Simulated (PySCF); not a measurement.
C4H11B, SMILES CCB(C)C.

Coordinates come from a PBE-D3(BJ)/def2-SVP optimisation. One conformer was computed; it need not be the lowest.

All values below come from PySCF with PBE-D3(BJ)/def2-SVP.

Harmonic, unscaled wavenumbers; measured fundamentals usually lie a few per cent lower.

```json
[
 {"mode": "1", "ν (cm⁻¹)": "38", "IR (km/mol)": "0.2", "moving atoms (share of kinetic energy)": "H 79 %, C 21 %"},
 {"mode": "2", "ν (cm⁻¹)": "65", "IR (km/mol)": "0.4", "moving atoms (share of kinetic energy)": "H 80 %, C 20 %"},
 {"mode": "3", "ν (cm⁻¹)": "116", "IR (km/mol)": "2.9", "moving atoms (share of kinetic energy)": "H 95 %"},
 {"mode": "4", "ν (cm⁻¹)": "206", "IR (km/mol)": "0.1", "moving atoms (share of kinetic energy)": "C 59 %, H 35 %"},
 {"mode": "5", "ν (cm⁻¹)": "219", "IR (km/mol)": "0.1", "moving atoms (share of kinetic energy)": "H 83 %, C 14 %"},
 {"mode": "6", "ν (cm⁻¹)": "301", "IR (km/mol)": "0.2", "moving atoms (share of kinetic energy)": "C 49 %, H 44 %"},
 {"mode": "7", "ν (cm⁻¹)": "336", "IR (km/mol)": "1.5", "moving atoms (share of kinetic energy)": "H 65 %, B 30 %"},
 {"mode": "8", "ν (cm⁻¹)": "415", "IR (km/mol)": "0.9", "moving atoms (share of kinetic energy)": "C 56 %, H 33 %, B 11 %"},
 {"mode": "9", "ν (cm⁻¹)": "549", "IR (km/mol)": "1.0", "moving atoms (share of kinetic energy)": "H 74 %, C 24 %"},
 {"mode": "10", "ν (cm⁻¹)": "619", "IR (km/mol)": "0.0", "moving atoms (share of kinetic energy)": "H 67 %, C 33 %"},
 {"mode": "11", "ν (cm⁻¹)": "662", "IR (km/mol)": "1.4", "moving atoms (share of kinetic energy)": "C 53 %, H 46 %"},
 {"mode": "12", "ν (cm⁻¹)": "805", "IR (km/mol)": "0.7", "moving atoms (share of kinetic energy)": "H 72 %, C 26 %"},
 {"mode": "13", "ν (cm⁻¹)": "816", "IR (km/mol)": "2.8", "moving atoms (share of kinetic energy)": "H 59 %, C 35 %"},
 {"mode": "14", "ν (cm⁻¹)": "847", "IR (km/mol)": "18.8", "moving atoms (share of kinetic energy)": "H 71 %, B 16 %, C 14 %"},
 {"mode": "15", "ν (cm⁻¹)": "942", "IR (km/mol)": "8.0", "moving atoms (share of kinetic energy)": "H 79 %, C 18 %"},
 {"mode": "16", "ν (cm⁻¹)": "976", "IR (km/mol)": "10.8", "moving atoms (share of kinetic energy)": "H 53 %, B 24 %, C 23 %"},
 {"mode": "17", "ν (cm⁻¹)": "1025", "IR (km/mol)": "12.8", "moving atoms (share of kinetic energy)": "C 60 %, H 26 %, B 14 %"},
 {"mode": "18", "ν (cm⁻¹)": "1101", "IR (km/mol)": "47.3", "moving atoms (share of kinetic energy)": "H 50 %, B 31 %, C 19 %"},
 {"mode": "19", "ν (cm⁻¹)": "1139", "IR (km/mol)": "31.3", "moving atoms (share of kinetic energy)": "H 48 %, B 45 %"},
 {"mode": "20", "ν (cm⁻¹)": "1205", "IR (km/mol)": "1.5", "moving atoms (share of kinetic energy)": "H 79 %, C 19 %"},
 {"mode": "21", "ν (cm⁻¹)": "1244", "IR (km/mol)": "7.9", "moving atoms (share of kinetic energy)": "H 74 %, C 26 %"},
 {"mode": "22", "ν (cm⁻¹)": "1271", "IR (km/mol)": "117.1", "moving atoms (share of kinetic energy)": "H 53 %, C 30 %, B 17 %"},
 {"mode": "23", "ν (cm⁻¹)": "1286", "IR (km/mol)": "93.5", "moving atoms (share of kinetic energy)": "H 49 %, C 34 %, B 16 %"},
 {"mode": "24", "ν (cm⁻¹)": "1340", "IR (km/mol)": "1.6", "moving atoms (share of kinetic energy)": "H 85 %, C 13 %"},
 {"mode": "25", "ν (cm⁻¹)": "1358", "IR (km/mol)": "0.1", "moving atoms (share of kinetic energy)": "H 78 %, C 21 %"},
 {"mode": "26", "ν (cm⁻¹)": "1373", "IR (km/mol)": "0.5", "moving atoms (share of kinetic energy)": "H 95 %"},
 {"mode": "27", "ν (cm⁻¹)": "1376", "IR (km/mol)": "4.2", "moving atoms (share of kinetic energy)": "H 89 %"},
 {"mode": "28", "ν (cm⁻¹)": "1390", "IR (km/mol)": "4.6", "moving atoms (share of kinetic energy)": "H 92 %"},
 {"mode": "29", "ν (cm⁻¹)": "1394", "IR (km/mol)": "6.7", "moving atoms (share of kinetic energy)": "H 92 %"},
 {"mode": "30", "ν (cm⁻¹)": "1425", "IR (km/mol)": "7.7", "moving atoms (share of kinetic energy)": "H 95 %"},
 {"mode": "31", "ν (cm⁻¹)": "1430", "IR (km/mol)": "7.6", "moving atoms (share of kinetic energy)": "H 97 %"},
 {"mode": "32", "ν (cm⁻¹)": "2925", "IR (km/mol)": "24.2", "moving atoms (share of kinetic energy)": "H 94 %"},
 {"mode": "33", "ν (cm⁻¹)": "2946", "IR (km/mol)": "2.1", "moving atoms (share of kinetic energy)": "H 96 %"},
 {"mode": "34", "ν (cm⁻¹)": "2949", "IR (km/mol)": "0.6", "moving atoms (share of kinetic energy)": "H 96 %"},
 {"mode": "35", "ν (cm⁻¹)": "2961", "IR (km/mol)": "12.2", "moving atoms (share of kinetic energy)": "H 92 %, C 8 %"},
 {"mode": "36", "ν (cm⁻¹)": "2963", "IR (km/mol)": "29.2", "moving atoms (share of kinetic energy)": "H 97 %"},
 {"mode": "37", "ν (cm⁻¹)": "3020", "IR (km/mol)": "3.1", "moving atoms (share of kinetic energy)": "H 92 %, C 8 %"},
 {"mode": "38", "ν (cm⁻¹)": "3022", "IR (km/mol)": "14.4", "moving atoms (share of kinetic energy)": "H 92 %, C 8 %"},
 {"mode": "39", "ν (cm⁻¹)": "3044", "IR (km/mol)": "28.4", "moving atoms (share of kinetic energy)": "H 91 %, C 9 %"},
 {"mode": "40", "ν (cm⁻¹)": "3047", "IR (km/mol)": "25.0", "moving atoms (share of kinetic energy)": "H 91 %, C 9 %"},
 {"mode": "41", "ν (cm⁻¹)": "3062", "IR (km/mol)": "19.9", "moving atoms (share of kinetic energy)": "H 91 %, C 9 %"},
 {"mode": "42", "ν (cm⁻¹)": "3066", "IR (km/mol)": "23.4", "moving atoms (share of kinetic energy)": "H 91 %, C 9 %"}
]
```
